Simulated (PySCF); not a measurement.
HO3S (cation, charge +1), SMILES O=S(=[OH+])=O at its B3LYP/def2-SVP optimised geometry (Å):

```
5

O      1.3031     1.3048    -0.0002
S      0.6711     0.0231     0.0000
O      1.1834    -1.3048    -0.0011
O     -0.8818     0.0231     0.0000
H     -1.3031     0.9214     0.0000
```

Level of theory: B3LYP/def2-TZVP (PySCF). Cells within 0.4 Å of a nucleus heavier than hydrogen are left out (blank, or x).

Map of the electrostatic potential (hartree/e), clipped to [0.10, 0.88] on the plane z = 0.0 Å:

```
|0000000000000000000000000000000|
|0000000000000000000000000000000|
|0000000111111111100000000000000|
|0000011111111111111110000000000|
|0000111111111111111111110000000|
|0001111112222111111111111000000|
|0011111222222221112334321100000|
|0011112233332222223799742110000|
|01111223444433322379xx973110000|
|0111123467764333359xxxx93110000|
|0111223599985444569xxxx93111000|
|01112236999975568999xx973111000|
|0111223599999879999999953211100|
|0111123479999999999999743211100|
|0111122469xxx9999xxx99843211100|
|0011112369xxx9999xxx99853211100|
|0011112249xxx9999xxx99843211100|
|0001111235999999999999642211100|
|0000111123456668999999742111100|
|00000111112233457999x9952111000|
|0000001111122233479xxx962111000|
|0000000011111222369xxx962110000|
|00000000011111122499xx942100000|
|0000000000111111125999521100000|
|0000000000011111112343211000000|
|0000000000000011111111110000000|
|0000000000000000001111100000000|
|0000000000000000000000000000000|
|0000000000000000000000000000000|
|0000000000000000000000000000000|
|0000000000000000000000000000000|
```
Scale: ten equal steps from 0.097 (start of '0') to 0.883 (end of '9'), in the order '0123456789'; x runs from -3.50 to 3.50, y from -3.50 (bottom) to 3.50 (top).
